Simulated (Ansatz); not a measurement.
Ansatz (a first-principles code) input (B3LYP-D3(BJ)/def2-TZVP):

Ansatz 0.2 input:
```yaml
crystal:
  periodic: [false, false, false]
  atoms:
    - {symbol: W, position_ang: [-0.00000000, -0.00000000, -0.12789373]}
    - {symbol: C, position_ang: [0.00000000, 0.00000000, 1.57735606]}
basis:
  gaussian:
    orbitals: def2-TZVP
hamiltonian:
  xc: b3lyp
  dispersion: d3bj
magnetization: {spin_polarized: true, initial_magnetization: 2}
phonons: {temperatures: {t_min: 298.15, t_max: 298.15, t_step: 100}}
```

Output:

```
Functional definition: B3LYP
integrals: 0.01 GiB planned
573 factors; their error is unknown
mean field: 0.20 GiB planned
mean field evaluation 1: about -2838.7727 eV, gradient 6.5e1 eV
mean field evaluation 2: about -2702.0303 eV, gradient 1.4e2 eV
mean field evaluation 4: about -2856.2048 eV, gradient 1.4e1 eV
mean field evaluation 8: about -2857.1694 eV, gradient 7.8e-2 eV
mean field evaluation 16: about -2857.1801 eV, gradient 6.3e-4 eV
mean field evaluation 32: about -2857.1685 eV, gradient 1.0e0 eV
mean field -2857.18013493 eV, -104.9994332923 hartree, gradient 3.7e-5 eV, S^2 2.027775; 5 other end points of the search recorded, 0 dependent functions left out
the calculation of the forces begins
reference -2857.18031045 eV, -104.9994397427 hartree; 11, 9 occupied and 60, 62 virtual orbitals, 573 factors
these checks for a lower state are left out or cut short: stability, starts, cluster_reference, orbital_swaps, neighbouring_geometries, increment
integrals: 0.01 GiB planned
573 factors; their error is unknown
mean field: 0.20 GiB planned
mean field -2857.18013493 eV, -104.9994332925 hartree, gradient 1.3e-6 eV, S^2 2.027775; 0 other end points of the search recorded, 0 dependent functions left out
the calculation of the forces begins
reference -2857.18031046 eV, -104.9994397429 hartree; 11, 9 occupied and 60, 62 virtual orbitals, 573 factors
these checks for a lower state are left out or cut short: stability, starts, cluster_reference, orbital_swaps, neighbouring_geometries, increment
integrals: 0.01 GiB planned
573 factors; their error is unknown
mean field: 0.20 GiB planned
mean field -2857.18013493 eV, -104.9994332925 hartree, gradient 1.3e-6 eV, S^2 2.027775; 0 other end points of the search recorded, 0 dependent functions left out
the calculation of the forces begins
reference -2857.18031046 eV, -104.9994397429 hartree; 11, 9 occupied and 60, 62 virtual orbitals, 573 factors
these checks for a lower state are left out or cut short: stability, starts, cluster_reference, orbital_swaps, neighbouring_geometries, increment
integrals: 0.01 GiB planned
573 factors; their error is unknown
mean field: 0.20 GiB planned
mean field evaluation 64: about -2857.1801 eV, gradient 4.9e-4 eV
mean field -2857.18013493 eV, -104.9994332925 hartree, gradient 1.3e-6 eV, S^2 2.027775; 0 other end points of the search recorded, 0 dependent functions left out
the calculation of the forces begins
reference -2857.18031046 eV, -104.9994397429 hartree; 11, 9 occupied and 60, 62 virtual orbitals, 573 factors
these checks for a lower state are left out or cut short: stability, starts, cluster_reference, orbital_swaps, neighbouring_geometries, increment
integrals: 0.01 GiB planned
573 factors; their error is unknown
mean field: 0.20 GiB planned
mean field -2857.18013493 eV, -104.9994332925 hartree, gradient 1.3e-6 eV, S^2 2.027775; 0 other end points of the search recorded, 0 dependent functions left out
the calculation of the forces begins
reference -2857.18031046 eV, -104.9994397429 hartree; 11, 9 occupied and 60, 62 virtual orbitals, 573 factors
these checks for a lower state are left out or cut short: stability, starts, cluster_reference, orbital_swaps, neighbouring_geometries, increment
integrals: 0.01 GiB planned
573 factors; their error is unknown
mean field: 0.20 GiB planned
mean field -2857.17999757 eV, -104.9994282444 hartree, gradient 1.4e-6 eV, S^2 2.027201; 0 other end points of the search recorded, 0 dependent functions left out
the calculation of the forces begins
reference -2857.18017301 eV, -104.9994346917 hartree; 11, 9 occupied and 60, 62 virtual orbitals, 573 factors
these checks for a lower state are left out or cut short: stability, starts, cluster_reference, orbital_swaps, neighbouring_geometries, increment
integrals: 0.01 GiB planned
573 factors; their error is unknown
mean field: 0.20 GiB planned
mean field -2857.18000957 eV, -104.9994286856 hartree, gradient 1.4e-6 eV, S^2 2.028361; 0 other end points of the search recorded, 0 dependent functions left out
the calculation of the forces begins
reference -2857.18018518 eV, -104.9994351392 hartree; 11, 9 occupied and 60, 62 virtual orbitals, 573 factors
these checks for a lower state are left out or cut short: stability, starts, cluster_reference, orbital_swaps, neighbouring_geometries, increment
integrals: 0.01 GiB planned
573 factors; their error is unknown
mean field: 0.20 GiB planned
mean field evaluation 96: about -2857.1801 eV, gradient 4.9e-4 eV
mean field -2857.18013493 eV, -104.9994332925 hartree, gradient 1.3e-6 eV, S^2 2.027775; 0 other end points of the search recorded, 0 dependent functions left out
the calculation of the forces begins
reference -2857.18031046 eV, -104.9994397429 hartree; 11, 9 occupied and 60, 62 virtual orbitals, 573 factors
these checks for a lower state are left out or cut short: stability, starts, cluster_reference, orbital_swaps, neighbouring_geometries, increment
integrals: 0.01 GiB planned
573 factors; their error is unknown
mean field: 0.20 GiB planned
mean field -2857.18013493 eV, -104.9994332925 hartree, gradient 1.3e-6 eV, S^2 2.027775; 0 other end points of the search recorded, 0 dependent functions left out
the calculation of the forces begins
reference -2857.18031046 eV, -104.9994397429 hartree; 11, 9 occupied and 60, 62 virtual orbitals, 573 factors
these checks for a lower state are left out or cut short: stability, starts, cluster_reference, orbital_swaps, neighbouring_geometries, increment
integrals: 0.01 GiB planned
573 factors; their error is unknown
mean field: 0.20 GiB planned
mean field -2857.18013493 eV, -104.9994332925 hartree, gradient 1.3e-6 eV, S^2 2.027775; 0 other end points of the search recorded, 0 dependent functions left out
the calculation of the forces begins
reference -2857.18031046 eV, -104.9994397429 hartree; 11, 9 occupied and 60, 62 virtual orbitals, 573 factors
these checks for a lower state are left out or cut short: stability, starts, cluster_reference, orbital_swaps, neighbouring_geometries, increment
integrals: 0.01 GiB planned
573 factors; their error is unknown
mean field: 0.20 GiB planned
mean field -2857.18013493 eV, -104.9994332925 hartree, gradient 1.3e-6 eV, S^2 2.027775; 0 other end points of the search recorded, 0 dependent functions left out
the calculation of the forces begins
reference -2857.18031046 eV, -104.9994397429 hartree; 11, 9 occupied and 60, 62 virtual orbitals, 573 factors
these checks for a lower state are left out or cut short: stability, starts, cluster_reference, orbital_swaps, neighbouring_geometries, increment
integrals: 0.01 GiB planned
573 factors; their error is unknown
mean field: 0.20 GiB planned
mean field evaluation 128: about -2857.1800 eV, gradient 5.0e-4 eV
mean field -2857.18000957 eV, -104.9994286856 hartree, gradient 1.4e-6 eV, S^2 2.028361; 0 other end points of the search recorded, 0 dependent functions left out
the calculation of the forces begins
reference -2857.18018518 eV, -104.9994351392 hartree; 11, 9 occupied and 60, 62 virtual orbitals, 573 factors
these checks for a lower state are left out or cut short: stability, starts, cluster_reference, orbital_swaps, neighbouring_geometries, increment
integrals: 0.01 GiB planned
573 factors; their error is unknown
mean field: 0.20 GiB planned
mean field -2857.17999757 eV, -104.9994282444 hartree, gradient 1.4e-6 eV, S^2 2.027201; 0 other end points of the search recorded, 0 dependent functions left out
the calculation of the forces begins
reference -2857.18017301 eV, -104.9994346917 hartree; 11, 9 occupied and 60, 62 virtual orbitals, 573 factors
Total energy: -2857.24901153 eV, -105.0019644610 hartree
Atom 0 at    -0.000000    -0.000000    -0.127894 Å, force    -0.000000     0.000000    -0.001644 eV/Å
Atom 1 at     0.000000     0.000000     1.577356 Å, force     0.000000    -0.000000     0.001644 eV/Å
Dipole moment:     0.000000     0.000000    -0.879145 e Å
Vibrations: 1006.94 cm⁻¹, zero-point energy 0.062422 eV
```

The spin state was set by rule; other spins were not relaxed.
